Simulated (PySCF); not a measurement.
## Electronic structure of Br²⁺ (bromine, charge +2) at the UHF level

Configuration: [Ar] 3d10 4s1 4p4, high-spin 4P determinant (an excited configuration). Calculation: PySCF 2.14, in dyall-av2z (16s12p8d, 92 functions); no relativity, point nucleus.

| Item | Value |
| --- | --- |
| Total energy | -2570.817834 hartree |
| One-electron energy | -3549.8705 hartree |
| Hartree (Coulomb) energy | 1068.1248 hartree |
| Exchange energy | -89.0721 hartree |
| Kinetic energy | 2570.89587 hartree |
| ⟨S²⟩ | 3.7560 |
| ⟨L²⟩ | 2.006 |
| Sum of ⟨r⟩ | 20.92 bohr |
| Sum of ⟨r²⟩ | 26.53 bohr² |
| Traceless quadrupole moment −½Σ⟨3z² − r²⟩ along its main axis | -1.72 e·bohr² |
| Density at the nucleus (Gaussians lack the cusp) | 29300 bohr⁻³ |
| Spin density at the nucleus | 24.7 bohr⁻³ |
| Langevin diamagnetic susceptibility | -21.0 ×10⁻⁶ cm³/mol |

```csv
shell,electrons,mean orbital energy (eV),spread (eV),"rms radius, mean of both spins (bohr)"
1s α,1,-13361.2,0,0.0505
1s β,1,-13360.6,0,0.0505
2s α,1,-1799.8,0,0.210
2s β,1,-1799.3,0,0.210
2p α,3,-1619.1,0.243,0.185
2p β,3,-1618.6,0.123,0.185
3s α,1,-294.47,0,0.599
3s β,1,-292.95,0,0.599
3p α,3,-229.39,0.707,0.611
3p β,3,-228.19,0.100,0.611
3d α,5,-113.25,0.659,0.645
3d β,5,-112.60,0.367,0.645
4s α,1,-53.218,0,1.73
4p α,3,-35.952,1.824,2.01
4p β,1,-29.696,0,2.01
```

Spin-orbit constants ζ (cm⁻¹) from the X2C one-electron operator on these orbitals (non-relativistic here): bare nucleus, nucleus screened by l(l+1)(2l+1)/3 electrons, and screened by the Breit-Pauli mean field of the electrons.

```tsv
shell	bare	screened nucleus	mean field
2p	244100	230100	223500
3p	34800	32820	31650
3d	4666	3333	3120
4p	3156	2975	2853
```

To first order the Landé constant is A = -951.0 cm⁻¹, so the lowest level has J = 5/2 and lies 0.177 eV below the centre of the term. This holds in LS coupling only.
